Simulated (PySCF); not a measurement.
Which determinant of HgSb⁺ lies lowest?

Unrestricted PBE0; PySCF, scalar-relativistic core potentials, basis sets Hg def2-SVP with ECP60, Sb def2-SVP with ECP28. Outer shells of the fragments: Hg 5d10 6s2; Sb+ 4d10 5s2 5p2.

Followed along the bond (rough minima from three points):

| 2Ms+1 | unpaired | ⟨S²⟩ at the start | R at minimum (Å) | Te (eV) |
| --- | --- | --- | --- | --- |
| 3 | π ↑↑ | 2.02 | 2.80 | 0.00 |
| 1 | π ↑↓ | 1.01 | 2.79 | 0.36 |
| 1 | none | 0.00 | 2.76 | 1.35 |
| 3 | σ ↑, π ↑ | 2.01 | none in the scan | ≤ 1.22 |
| 1 | σ ↓, π ↑ | 1.01 | none in the scan | ≤ 1.46 |

Solutions found at the starting distance of 2.840 Å, counted from the lowest of them; the search is not exhaustive and high or unbound solutions are not listed, so other states can lie among these:

```tsv
2Ms+1	unpaired	term	E (eV)	⟨S²⟩	⟨Lz²⟩	μ (D)
3	π ↑↑	³Σ⁻	0.00	2.02	0.00	1.43
1	π ↑↓	mixed	0.36	1.01	2.01	1.45
1	none	mixed	1.36	0.00	2.00	1.49
3	σ ↑, π ↑	³Π	1.36	2.01	1.00	4.42
1	σ ↓, π ↑	mixed	1.58	1.01	1.00	4.23
3	σ ↑↑, π ↑↓	mixed	3.53	3.01	2.01	-0.03
```

A term symbol is given only where ⟨S²⟩ and ⟨Lz²⟩ are close to those of a pure state; real π, δ and φ orbitals otherwise mix terms. A positive dipole points towards Sb; it is taken about the centre of mass and depends on that origin.

Spin–orbit coupling is left out. Counting both spins, an empty level lies below a filled one in some of these solutions, because spin and occupation are held.
